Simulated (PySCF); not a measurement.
SMILES c1([SiH3])ccccc1[SeH] at its GFN2-xTB optimised geometry (Å):

```
16

Si    -1.5917    -2.1132     0.0029
C     -0.6255    -0.4900     0.0000
C     -1.2656     0.7436    -0.0021
C     -0.5559     1.9314    -0.0033
C      0.8285     1.9047    -0.0015
C      1.4944     0.6929     0.0000
C      0.7698    -0.4900     0.0000
Se     1.6921    -2.1719    -0.0001
H     -1.2267    -2.8759     1.2016
H     -3.0160    -1.7812     0.0135
H     -1.2429    -2.8715    -1.2032
H     -2.3461     0.7689    -0.0029
H     -1.0796     2.8759    -0.0051
H      1.3930     2.8255    -0.0013
H      2.5767     0.6681     0.0013
H      3.0160    -1.5792    -0.0177
```

Method: PBE/def2-TZVP (PySCF).

Map of the log10 of the electron density (e/bohr³), floored at −4 on the plane z = 1.5 Å:

```
|                               |
|                               |
|                               |
|                               |
|                               |
|           ..........          |
|          .:---:::-::.         |
|         .:-=======--:         |
|         .:-=+++++==-:.        |
|        .:-=+++++++==-.        |
|        .:==++++++++=-:.       |
|       .:-=++++++++++=-:.      |
|      .:-=+++++==++++=-:.      |
|      .:-=++++===++++==-:      |
|      .:-=+++++==++++==-:      |
|      .::-=++++++++++=-:.      |
|      ..:-=+++++++++=--:.      |
|     .::--=+++++++++==--:.     |
|    .::--==+++++++++++==-:     |
|    .:-==++**++==+****+=-:.    |
|    .:-=++*##*+==+*##**+=:.    |
|    .:-=+*#%%#*==+*###*+=:.    |
|    .:-=+*%@@%*+=+*##**=-:     |
|     .:-+*%@@%*+=+****+=-.     |
|      .-=*#%%#*=-=++++=-:      |
|       :-=****=-:--==--:.      |
|       .:-====-:.:::::..       |
|         .::-:.   ....         |
|           ..                  |
|                               |
|                               |
```
Scale: ten equal steps from -4.00 (start of ' ') to -0.987 (end of '@'), in the order ' .:-=+*#%@'; x runs from -5.50 to 5.50, y from -5.50 (bottom) to 5.50 (top).
